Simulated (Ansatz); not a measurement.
Pulling on the Ge1–H2 bond in GeH (multiplicity 2 held). Energies count from the point at 1.606 Å.


R- and RO- levels are restricted; in cc, def2 and unpolarised 6-31G sets they are followed outwards from rest. U- levels take the lowest unrestricted solution at each point, which mixes spins at long bonds. Full CI gives the lowest state of the spin. Curves can end on different states.

Cores are frozen in the correlated methods. Filled d and f shells under p-block atoms count as core.

Codes used: Ansatz (a quantum-chemistry and plane-wave program) with Gaussian orbitals. Each number belongs to the level named beside it.

The comparison value is 2.873 eV (FCI/cc-pVTZ). Full CI is exact for the correlated electrons in its own basis alone.

Task: Order these levels by the size of their error in the energy at R = 6.425 Å, against full CI in the same basis, smallest first: U-CCSD/cc-pVTZ, RO-SCS-MP2/cc-pVTZ, RO-MP2/cc-pVTZ, RO-HF/cc-pVTZ, U-HF/cc-pVTZ. Give each level's value less the comparison value.

Result: U-CCSD/cc-pVTZ (-0.034 eV), RO-SCS-MP2/cc-pVTZ (0.223 eV), RO-MP2/cc-pVTZ (0.824 eV), U-HF/cc-pVTZ (-0.889 eV), RO-HF/cc-pVTZ (3.731 eV)

Doubts at one or more of the structures used: a spin-contaminated determinant (U-CCSD/cc-pVTZ, U-HF/cc-pVTZ); a restricted determinant that unrestricted orbitals would lower (RO-SCS-MP2/cc-pVTZ, RO-MP2/cc-pVTZ, RO-HF/cc-pVTZ).
